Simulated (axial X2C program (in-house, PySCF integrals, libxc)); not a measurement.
# Worked dissociation energy of SbP: MP2, spin-free

Calculated with an in-house all-electron X2C program for linear molecules (integrals from PySCF). Spin-free means the one-electron spin-free X2C Hamiltonian. Basis: Sb dyall-cv3z [11s12p8d4f1g], P dyall-v3z [8s7p2d1f] (cores contracted in-house); Gaussian nuclei, density fitting, unrestricted open shells. Masses: Sb 120.904 u, P 30.974 u.

Molecular state: M_S = 0, Λ = 0 (closed shell).

Correlated methods: 20 electrons correlated (number of frozen shells: Sb 4 s, 3 p, 1 d; P 2 s, 1 p), 228 virtual spin orbitals or spinors in MP2.

| Property | Result |
| --- | --- |
| E(Sb) (2M_S = 3, M_L = 0) | -6478.589579 hartree |
| E(P) (2M_S = 3, M_L = 0) | -341.621003 hartree |
| E(SbP) at Re | -6820.337442 hartree |
| ωe | 459.7 cm⁻¹ |
| ωexe | 2.11 cm⁻¹ |

Question: Work out De and D0.

Answer: De = -6478.589579 + (-341.621003) − (-6820.337442) = 0.12686 hartree = 3.452 eV. The zero-point energy is ωe/2 − ωexe/4 = 229 cm⁻¹ = 0.028 eV, so D0 = 3.424 eV.

The state is one determinant whose occupation by symmetry is held fixed; it was picked as the lowest of a PBE0 search that is not exhaustive. Closed shells are restricted here (equal orbitals for both partners); the stretched side of such a curve lies too high. Dissociation energies refer to the lowest single-determinant-based atoms at the same level and basis.

Each atomic determinant is the lowest at this level and need not be a pure term. Totals compare only within one Hamiltonian and basis.
